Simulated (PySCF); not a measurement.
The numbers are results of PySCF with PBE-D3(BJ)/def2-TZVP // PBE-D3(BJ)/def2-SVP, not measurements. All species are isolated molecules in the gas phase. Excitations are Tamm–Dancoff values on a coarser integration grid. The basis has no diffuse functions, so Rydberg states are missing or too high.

Reference species (SMILES): `[SiH3]c1ccc2ccccc2n1` (neutral, multiplicity 1).

| Item | Value |
|---|---|
| S1 excitation (TDA) | 3.31 eV |
| dipole moment | 2.45 D |
| T1 excitation (TDA) | 2.87 eV |

Changed species: `c1cc2ccc([SiH3])cc2nc1`.

Question: Predict the effect on the S1 excitation (TDA), dipole moment and T1 excitation (TDA).

Answer: the S1 excitation (TDA) increases by 0.21 eV, to 3.52 eV; the dipole moment is nearly the same; the T1 excitation (TDA) rises by 0.08 eV, to 2.95 eV.
